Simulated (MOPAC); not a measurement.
MOPAC input (MNDO):

```
MNDO PRECISE GNORM=0.05 LET XYZ CHARGE=1 GEO-OK AUX(PRECISION=9) THREADS=1
BrZn

Zn   -0.00000000 1   -0.00000000 1   -1.19207630 1
Br    0.00000000 1    0.00000000 1    1.02177969 1
```

Output:

```
 *******************************************************************************
 **                                                                           **
 **                              MOPAC v23.2.5                                **
 **                                                                           **
 *******************************************************************************
 ** MOPAC's Digital Object Identifier: https://doi.org/10.5281/zenodo.6511958 **
 **                                                                           **
 ** Please cite the open-source release paper for use of this MOPAC version:  **
 ** J. E. Moussa and J. J. P. Stewart (2026)                                  **
 ** MOPAC: An open-source semiempirical molecular orbital program             **
 ** J. Open Source Softw., 11(119), 8025, https://doi.org/10.21105/joss.08025 **
 *******************************************************************************

                              MNDO CALCULATION RESULTS

 *******************************************************************************
 *  MNDO       - The MNDO Hamiltonian to be used
 *  GEO-OK     - OVERRIDE INTERATOMIC DISTANCE AND OTHER SAFETY CHECKS
 *
 *
 *
 *                 CHARGE ON SYSTEM = +1
 *
 *
 *
 *  LET        - OVERRIDE SOME SAFETY CHECKS
 *  PRECISE    - TIGHTER CRITERIA TO BE USED
 *  XYZ        - CARTESIAN COORDINATE SYSTEM TO BE USED
 *  GNORM      - EXIT WHEN GRADIENT NORM DROPS BELOW 0.050
 *  AUX        - OUTPUT AUXILIARY INFORMATION
 *******************************************************************************
MNDO PRECISE GNORM=0.05 LET XYZ CHARGE=1 GEO-OK AUX(PRECISION=9) THREADS=1
 BrZn

   ATOM   CHEMICAL          X               Y               Z
  NUMBER   SYMBOL      (ANGSTROMS)     (ANGSTROMS)     (ANGSTROMS)

     1      Zn         -0.00000000  *  -0.00000000  *  -1.19207630  *
     2      Br          0.00000000  *   0.00000000  *   1.02177969  *

          CARTESIAN COORDINATES

    NO.       ATOM           X           Y           Z

     1        Zn         -0.0000     -0.0000     -1.1921
     2        Br          0.0000      0.0000      1.0218

 Zn: (MNDO): M.J.S. DEWAR, K.M. MERZ, ORGANOMETALLICS, 5, 1494-1496 (1986)
 Br: (MNDO): M.J.S.DEWAR, E.F. HEALY, J. COMP. CHEM., 4, 542, (1983)

           Empirical Formula: Zn Br  =     2 atoms

      MOLECULAR POINT GROUP   :   C*v

      RHF CALCULATION, NO. OF DOUBLY OCCUPIED LEVELS = 4

          Geometry optimization using EF

          DIAGONAL MATRIX USED AS START HESSIAN

 CYCLE:     1  GRAD.:    16.141 HEAT:  244.5603
 CYCLE:     2  GRAD.:    35.586 HEAT:  245.2234
 CYCLE:     3  GRAD.:     1.918 HEAT:  244.3297
 CYCLE:     4  GRAD.:     0.172 HEAT:  244.3267
 CYCLE:     5  GRAD.:     0.030 HEAT:  244.3267

     GRADIENT =  0.03010 IS LESS THAN CUTOFF =  0.05000

 -------------------------------------------------------------------------------
 MNDO PRECISE GNORM=0.05 LET XYZ CHARGE=1 GEO-OK AUX(PRECISION=9) THREADS=1
 BrZn

     GEOMETRY OPTIMISED USING EIGENVECTOR FOLLOWING (EF).
     SCF FIELD WAS ACHIEVED

                              MNDO CALCULATION
                                                       MOPAC v23.2.5 Linux

          FINAL HEAT OF FORMATION =        244.32670 KCAL/MOL =    1022.26292 KJ/MOL

          COSMO AREA              =         72.59 SQUARE ANGSTROMS
          COSMO VOLUME            =         54.41 CUBIC ANGSTROMS

          GRADIENT NORM           =          0.03010          =       0.02128 PER ATOM
          IONIZATION POTENTIAL    =         17.988041 EV
          HOMO LUMO ENERGIES (EV) =        -17.988 -8.887
          NO. OF FILLED LEVELS    =          4
          MOLECULAR WEIGHT        =        145.2840         POINT GROUP:  C*v

          MOLECULAR DIMENSIONS (Angstroms)

            Atom       Atom       Distance
           Br     2   Zn     1     2.17383
           Br     2   Zn     1     0.00000
           Zn     1   Br     2     0.00000

          SCF CALCULATIONS        =          6

   ATOM   CHEMICAL          X               Y               Z
  NUMBER   SYMBOL      (ANGSTROMS)     (ANGSTROMS)     (ANGSTROMS)

     1      Zn          0.00000000  *   0.00000000  *  -1.17206300  *
     2      Br          0.00000000  *   0.00000000  *   1.00176639  *

                             CARTESIAN COORDINATES

   1   Zn        0.000000000     0.000000000    -1.172063003
   2   Br        0.000000000     0.000000000     1.001766393

           Empirical Formula: Zn Br  =     2 atoms

      MOLECULAR POINT GROUP   :   C*v

                  EIGENVALUES
 -32.31433 -20.64240 -17.98804 -17.98804  -8.88667  -7.10611  -6.80774  -6.80774

              NET ATOMIC CHARGES AND DIPOLE CONTRIBUTIONS

  ATOM NO.   TYPE          CHARGE      No. of ELECS.   s-Pop       p-Pop
    1         Zn           0.784348        1.2157     0.55575     0.65990
    2         Br           0.215652        6.7843     1.98820     4.79615
 DIPOLE           X         Y         Z       TOTAL
 POINT-CHG.     0.000    -0.000    -3.491     3.491
 HYBRID         0.000     0.000    -3.476     3.476
 SUM            0.000     0.000    -6.967     6.967

          ATOMIC ORBITAL ELECTRON POPULATIONS

     Atom    s        px        py        pz
    1 Zn   0.55575   0.11512   0.11512   0.42965
    2 Br   1.98820   1.88488   1.88488   1.02640

 **********************
 *                    *
 * JOB ENDED NORMALLY *
 *                    *
 **********************

 == MOPAC DONE ==
```

The dipole moment of an ion depends on the origin.
